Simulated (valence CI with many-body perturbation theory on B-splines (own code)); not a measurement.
## E1 line list for Tl⁶⁶⁺

Calculated by configuration interaction combined with many-body perturbation theory (CI+MBPT): five valence electrons over a frozen Dirac-Fock core [Ne], a basis of 11 s, 11 p, 10 d, 8 f, 5 g, 2 h functions for each j, with the one-electron correlation potential Σ1, the two-electron term Σ2, the three-electron term Σ3, Breit, model QED; selected CI, second order for the rest, scaled by the run's own slope (own B-spline code, finite nucleus).

No measured spectrum was set against this ion. As an estimate, large intervals hold to a few tenths of a per cent, small ones and those within an open d or f shell to about a per cent. Among the levels kept, up to 3300 cm⁻¹ of a level comes from second order outside the variational space, and about a tenth of that is noise between levels of different J, which matters for small intervals.

Lines 101 to 150 of 565 in falling wavelength, among levels below 136.77 Ry, chosen from the strongest by gf and those to the six lowest levels. Wavelengths and rates use the calculated energies. Electric multipoles are in the length gauge, E1 and E2 with the static RPA response of the core. Weak lines are less certain than strong ones. Lines between different terms over intervals too small for the method are left out, as are lines whose strength nearly cancels. The highest levels of a list are the least certain.

Levels are named by their leading jj configuration (3d3/2^4 stands for four electrons in 3d with j = 3/2), which in mixed levels can hold well under half, so a name can repeat and another be missing. Letters in brackets count levels of one name in rising energy.

```tsv
λ vac (Å)	Upper	Lower	A (s⁻¹)	log gf	Branch %
33.89	(3s^2 3p1/2 3p3/2 3d5/2) J=7/2 [a]	(3s^2 3p1/2 3p3/2^2) J=5/2	1.57e+09	-2.66	65.0
33.36	(3s 3p1/2^2 3d5/2^2) J=5/2	(3s 3p1/2^2 3p3/2 3d5/2) J=3/2 [b]	9.96e+10	-1.00	10.9
33.11	(3s 3p1/2^2 3d5/2^2) J=9/2	(3s 3p1/2^2 3p3/2 3d5/2) J=7/2 [b]	1.00e+11	-0.78	12.8
32.84	(3s^2 3p3/2^2 3d5/2) J=1/2	(3s^2 3p3/2^3) J=3/2	1.71e+11	-1.26	86.2
32.83	(3s 3p1/2^2 3p3/2 3d5/2) J=3/2 [a]	(3s 3p1/2^2 3p3/2^2) J=3/2	1.18e+11	-1.12	10.8
32.82	(3s^2 3p1/2 3d5/2^2) J=3/2	(3s^2 3p1/2 3p3/2 3d5/2) J=1/2	2.10e+11	-0.87	18.6
32.56	(3s^2 3p1/2 3p3/2 3d5/2) J=3/2 [a]	(3s^2 3p1/2 3p3/2^2) J=5/2	3.39e+10	-1.67	9.8
32.56	(3s 3p1/2^2 3d5/2^2) J=7/2	(3s 3p1/2^2 3p3/2 3d5/2) J=5/2 [b]	4.51e+11	-0.24	54.4
32.41	(3s^2 3p1/2 3d5/2^2) J=9/2	(3s^2 3p1/2 3p3/2 3d5/2) J=7/2 [b]	5.45e+11	-0.07	70.8
32.40	(3s^2 3p1/2 3d5/2^2) J=7/2	(3s^2 3p1/2 3p3/2 3d5/2) J=5/2 [b]	6.33e+11	-0.10	60.6
32.37	(3s^2 3p1/2 3d5/2^2) J=5/2	(3s^2 3p1/2 3p3/2 3d5/2) J=3/2 [b]	2.21e+11	-0.68	23.0
32.24	(3s^2 3p1/2 3p3/2 3d5/2) J=5/2 [a]	(3s^2 3p1/2 3p3/2^2) J=5/2	1.65e+11	-0.81	58.5
32.24	(3s 3p1/2 3p3/2^2 3d5/2) J=7/2 [b]	(3s 3p1/2 3p3/2^3) J=5/2	5.68e+10	-1.15	2.8
32.21	(3s 3p1/2^2 3d3/2 3d5/2) J=3/2 [b]	(3s 3p1/2^2 3p3/2 3d3/2) J=1/2 [b]	1.10e+11	-1.16	21.6
32.20	(3s 3p1/2^2 3d5/2^2) J=3/2	(3s 3p1/2^2 3p3/2 3d5/2) J=3/2 [b]	1.58e+11	-1.01	16.8
32.09	(3s^2 3p3/2 3d3/2 3d5/2) J=3/2 [a]	(3s^2 3p3/2^2 3d3/2) J=1/2	1.11e+11	-1.16	1.2
32.07	(3s^2 3p1/2 3d3/2 3d5/2) J=7/2 [a]	(3s^2 3p1/2 3p3/2 3d3/2) J=7/2	8.92e+10	-0.96	14.9
31.99	(3s^2 3p3/2 3d3/2 3d5/2) J=5/2 [b]	(3s^2 3p3/2^2 3d3/2) J=3/2 [a]	1.10e+11	-0.99	1.5
31.98	(3s 3p1/2^2 3d5/2^2) J=3/2	(3s 3p1/2^2 3p3/2 3d5/2) J=5/2 [b]	9.70e+10	-1.23	10.3
31.91	(3s^2 3p3/2 3d3/2 3d5/2) J=3/2 [a]	(3s^2 3p3/2^2 3d3/2) J=3/2 [a]	1.07e+11	-1.19	1.2
31.80	(3s 3p1/2^2 3d3/2 3d5/2) J=7/2 [b]	(3s 3p1/2^2 3p3/2 3d3/2) J=5/2 [b]	2.71e+11	-0.48	52.3
31.71	(3s^2 3p3/2 3d5/2^2) J=11/2	(3s^2 3p3/2^2 3d5/2) J=9/2	3.33e+11	-0.22	90.2
31.67	(3s^2 3p1/2 3d3/2 3d5/2) J=5/2 [b]	(3s^2 3p1/2 3p3/2 3d3/2) J=3/2 [b]	3.58e+11	-0.49	3.3
31.64	(3s 3p1/2^2 3d3/2 3d5/2) J=1/2	(3s 3p1/2^2 3p3/2 3d3/2) J=1/2 [b]	2.98e+11	-1.05	54.0
31.63	(3s^2 3p3/2 3d3/2 3d5/2) J=1/2 [a]	(3s^2 3p3/2^2 3d3/2) J=1/2	1.70e+11	-1.29	1.6
31.62	(3s 3p1/2^2 3d5/2^2) J=3/2	(3s 3p1/2^2 3p3/2 3d5/2) J=1/2	2.04e+11	-0.91	21.6
31.56	(3s^2 3p1/2 3d5/2^2) J=5/2	(3s^2 3p1/2 3p3/2 3d5/2) J=7/2 [b]	1.31e+11	-0.93	13.6
31.55	(3s 3p1/2^2 3d5/2^2) J=9/2	(3s 3p1/2^2 3p3/2 3d5/2) J=7/2 [a]	3.86e+11	-0.24	49.4
31.55	(3s 3p1/2 3p3/2^2 3d5/2) J=3/2 [c]	(3s 3p1/2 3p3/2^3) J=1/2	1.02e+11	-1.21	3.6
31.54	(3s 3p1/2^2 3d3/2 3d5/2) J=5/2 [b]	(3s 3p1/2^2 3p3/2 3d3/2) J=3/2 [b]	1.94e+11	-0.76	38.1
31.51	(3s^2 3p3/2 3d3/2 3d5/2) J=5/2 [b]	(3s^2 3p3/2^2 3d3/2) J=5/2	1.38e+11	-0.91	1.9
31.50	(3s^2 3p1/2 3p3/2 3d5/2) J=3/2 [a]	(3s^2 3p1/2 3p3/2^2) J=3/2	2.64e+11	-0.80	76.3
31.37	(3s 3p1/2 3p3/2^2 3d5/2) J=3/2 [b]	(3s 3p1/2 3p3/2^3) J=5/2	2.26e+11	-0.87	6.4
31.32	(3s^2 3p3/2 3d3/2 3d5/2) J=7/2 [b]	(3s^2 3p3/2^2 3d3/2) J=7/2	2.94e+11	-0.46	5.3
31.30	(3s^2 3p3/2 3d3/2 3d5/2) J=5/2 [b]	(3s^2 3p3/2^2 3d3/2) J=7/2	6.83e+10	-1.22	0.9
31.28	(3s 3p1/2^2 3d5/2^2) J=7/2	(3s 3p1/2^2 3p3/2 3d5/2) J=7/2 [b]	1.92e+11	-0.65	23.2
31.26	(3s 3p1/2 3p3/2^2 3d5/2) J=5/2 [a]	(3s 3p1/2 3p3/2^3) J=3/2 [a]	1.10e+11	-1.01	5.2
31.22	(3s 3p1/2^2 3p3/2 3d5/2) J=5/2 [a]	(3s 3p1/2^2 3p3/2^2) J=5/2	2.83e+11	-0.61	37.1
31.21	(3s^2 3p1/2^2 3d5/2) J=5/2	(3s^2 3p1/2^2 3p3/2) J=3/2	3.93e+11	-0.46	100.0
31.19	(3s^2 3p1/2 3p3/2 3d5/2) J=5/2 [a]	(3s^2 3p1/2 3p3/2^2) J=3/2	9.79e+10	-1.07	34.7
31.05	(3s 3p1/2^2 3p3/2 3d5/2) J=1/2	(3s 3p1/2^2 3p3/2^2) J=1/2	4.47e+11	-0.89	79.6
31.02	(3s 3p1/2 3p3/2^2 3d5/2) J=1/2 [c]	(3s 3p1/2 3p3/2^3) J=3/2 [b]	2.88e+11	-1.08	8.2
31.01	(3s 3p1/2 3p3/2^2 3d5/2) J=5/2 [c]	(3s 3p1/2 3p3/2^3) J=5/2	6.90e+10	-1.22	1.9
30.98	(3s^2 3p1/2 3p3/2 3d5/2) J=3/2 [b]	(3s^2 3p1/2 3p3/2^2) J=1/2	4.15e+11	-0.62	74.9
30.98	(3s^2 3p1/2 3d3/2 3d5/2) J=5/2 [a]	(3s^2 3p1/2 3p3/2 3d3/2) J=3/2 [a]	2.65e+11	-0.64	32.0
30.97	(3s^2 3p1/2 3d3/2 3d5/2) J=7/2 [a]	(3s^2 3p1/2 3p3/2 3d3/2) J=5/2 [a]	3.44e+11	-0.40	57.3
30.94	(3s^2 3p3/2 3d3/2 3d5/2) J=3/2 [b]	(3s^2 3p3/2^2 3d3/2) J=3/2 [b]	4.84e+11	-0.56	6.9
30.88	(3s 3p1/2^2 3d3/2 3d5/2) J=3/2 [b]	(3s 3p1/2^2 3p3/2 3d3/2) J=3/2 [b]	2.16e+11	-0.91	42.5
30.83	(3s^2 3p1/2 3d3/2 3d5/2) J=3/2 [b]	(3s^2 3p1/2 3p3/2 3d3/2) J=3/2 [b]	1.00e+11	-1.24	0.9
30.82	(3s^2 3p1/2 3d3/2 3d5/2) J=9/2	(3s^2 3p1/2 3p3/2 3d3/2) J=7/2	4.43e+11	-0.20	94.5
```

Q: How does gf follow from A for the line at 32.40 Å?

A: gf = 1.4992 × (2J+1)_upper × A / σ², with σ = 3086198 cm⁻¹ and 2J+1 = 8: gf = 0.798.
